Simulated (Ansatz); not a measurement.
BClH6Si2, SMILES `[SiH3][SiH2]BCl`. Total charge 0; spin multiplicity 1.

Z-matrix (Å, degrees):
```
Si
Si 1 2.348
H 1 1.488 2 110.1
H 1 1.487 2 110.6 3 -120.2
H 1 1.487 2 109.7 3 119.6
B 2 2.005 1 105.8 3 -58.7
H 2 1.489 1 108.6 3 -179.5
H 2 1.490 1 108.4 3 61.7
Cl 6 1.741 2 120.0 1 -88.2
H 6 1.194 2 123.7 1 87.5
```

Question: What are the harmonic wavenumbers in cm⁻¹ at PBE0-D4/def2-TZVP (Ansatz, finite differences of forces, unscaled)? (Best estimate.)

Answer: Computed: 36, 89, 118, 192, 358, 417, 452, 513, 616, 669, 703, 750, 857, 873, 921, 938, 942, 1063, 2206, 2216, 2217, 2228, 2231, 2636.

Question: Is this a minimum?

Answer: Yes, all 24 modes are real.

Question: Give the ideal-gas thermochemistry at 298.15 K and 1 bar (rigid rotor, harmonic oscillator; point group C1, symmetry number 1).

Answer: Zero-point energy 145.0 kJ/mol; H(298) − E = 167.5 kJ/mol; entropy 367.8 J/(mol·K), of which translation 167.3, rotation 116.7, vibration 83.8; G(298) − E = 57.8 kJ/mol. Modes under 100 cm⁻¹ are hindered rotations or soft bends, so the harmonic entropy is rough.

Question: Rotational constants (cm⁻¹)?

Answer: 0.2004, 0.0451, 0.03979.
